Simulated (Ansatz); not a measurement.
Program: Ansatz. Geometries: PBE0-D4/def2-TZVP. ΔE: electronic, gas phase. CCSD(T)/CBS adds triple-zeta CCSD(T) − MP2 to the extrapolated MP2 energy (def2 sets, frozen cores). Functionals use def2-TZVPP. B3LYP here is the variant with VWN-RPA as its local correlation; programs differ in this.

`[SiH3][SiH]1CC1` → `C1[SiH2]C[SiH2]1`  (isomerisation)

```json
{"level": "PBE-D4", "ΔE (kJ/mol)": "-111.4", "difference from CCSD(T)/CBS": "18.6"}
{"level": "PBE0-D4", "ΔE (kJ/mol)": "-121.6", "difference from CCSD(T)/CBS": "8.4"}
{"level": "B3LYP-D4", "ΔE (kJ/mol)": "-122.2", "difference from CCSD(T)/CBS": "7.8"}
{"level": "ωB97X-V", "ΔE (kJ/mol)": "-127.6", "difference from CCSD(T)/CBS": "2.4"}
{"level": "B2PLYP", "ΔE (kJ/mol)": "-124.6", "difference from CCSD(T)/CBS": "5.4"}
{"level": "PBE", "ΔE (kJ/mol)": "-108.3", "difference from CCSD(T)/CBS": "21.7"}
{"level": "r2SCAN", "ΔE (kJ/mol)": "-121.9", "difference from CCSD(T)/CBS": "8.1"}
{"level": "PBE0", "ΔE (kJ/mol)": "-119.2", "difference from CCSD(T)/CBS": "10.8"}
{"level": "HF/def2-TZVPP", "ΔE (kJ/mol)": "-135.2", "difference from CCSD(T)/CBS": "-5.2"}
{"level": "MP2/def2-TZVPP", "ΔE (kJ/mol)": "-134.4", "difference from CCSD(T)/CBS": "-4.4"}
{"level": "SCS-MP2/def2-TZVPP", "ΔE (kJ/mol)": "-131.9", "difference from CCSD(T)/CBS": "-1.9"}
{"level": "CCSD/def2-TZVPP", "ΔE (kJ/mol)": "-128.4", "difference from CCSD(T)/CBS": "1.6"}
{"level": "HF/def2-QZVPP", "ΔE (kJ/mol)": "-135.8", "difference from CCSD(T)/CBS": "-5.8"}
{"level": "MP2/def2-QZVPP", "ΔE (kJ/mol)": "-136.9", "difference from CCSD(T)/CBS": "-6.9"}
{"level": "SCS-MP2/def2-QZVPP", "ΔE (kJ/mol)": "-134.4", "difference from CCSD(T)/CBS": "-4.4"}
{"level": "MP2/CBS(def2)", "ΔE (kJ/mol)": "-138.4", "difference from CCSD(T)/CBS": "-8.4"}
{"level": "CCSD(T)/CBS", "ΔE (kJ/mol)": "-130.0", "difference from CCSD(T)/CBS": "0"}
```

Largest T1 diagnostic among the species: 0.012.

From PBE to PBE0 (25 % exact exchange), in def2-TZVPP and without D4, ΔE moves by −10.9 kJ/mol. The D4 term adds −5.1 kJ/mol with B3LYP and −2.4 kJ/mol with PBE0; it sums over pairs of atoms, weighted by their polarisabilities, and B3LYP, whose exchange is more repulsive, gets the larger term.
